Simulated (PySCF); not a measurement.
CH4FGaO2, SMILES C[O][Ga]([OH])[F].

Geometry: PBE0-D3(BJ)/def2-SVP. The structure was generated by enumeration; whether it is a known compound was not checked. The values are those of a single conformer.

Level of theory: IEF-PCM-PBE0/def2-SVP run with PySCF 2.14.0.

The values are the electrostatic part of the solvation free energy, E(continuum) − E(gas) at the gas-phase geometry, in a cavity of scaled van der Waals radii (PySCF's table); cavitation and dispersion terms are not included. A continuum can't describe solvent molecules that bind to the metal. In vacuum the orbital gap is 7.08 eV. The dipole moment in vacuum is 1.85 D.

| solvent | ε | ΔG(elec) (kcal/mol) | dipole (D) | gap (eV) |
|---|---|---|---|---|
| water | 78.36 | -8.8 | 2.14 | 7.22 |
| toluene | 2.37 | -4.1 | 1.99 | 7.13 |
| ethanol | 24.85 | -8.4 | 2.13 | 7.21 |
